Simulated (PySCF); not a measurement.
PBE0 on Cl (chlorine, neutral)

Configuration: [Ne] 3s1 3p6, 2S determinant (an excited configuration). All numbers are calculated (PySCF 2.14, the non-relativistic Hamiltonian (point nucleus), in aug-cc-pV(D+d)Z).

| Item | Value |
| --- | --- |
| Total energy | -459.5209 hartree |
| One-electron energy | -633.7649 hartree |
| Hartree (Coulomb) energy | 202.1800 hartree |
| Exchange-correlation energy | -27.9360 hartree |
| Kinetic energy | 458.76009 hartree |
| ⟨S²⟩ | 0.7557 |
| ⟨L²⟩ | 0.000 |
| Sum of ⟨r⟩ | 15.99 bohr |
| Sum of ⟨r²⟩ | 28.41 bohr² |
| Density at the nucleus (Gaussians lack the cusp) | 3120 bohr⁻³ |
| Spin density at the nucleus | 11.5 bohr⁻³ |
| Langevin diamagnetic susceptibility | -22.5 ×10⁻⁶ cm³/mol |

| shell | electrons | mean orbital energy (eV) | rms radius, mean of both spins (bohr) |
| --- | --- | --- | --- |
| 1s α | 1 | -2771.1 | 0.106 |
| 1s β | 1 | -2770.7 | 0.106 |
| 2s α | 1 | -262.45 | 0.484 |
| 2s β | 1 | -261.92 | 0.484 |
| 2p α | 3 | -200.66 | 0.454 |
| 2p β | 3 | -200.29 | 0.454 |
| 3s α | 1 | -24.662 | 1.64 |
| 3p α | 3 | -11.328 | 2.00 |
| 3p β | 3 | -9.750 | 2.00 |
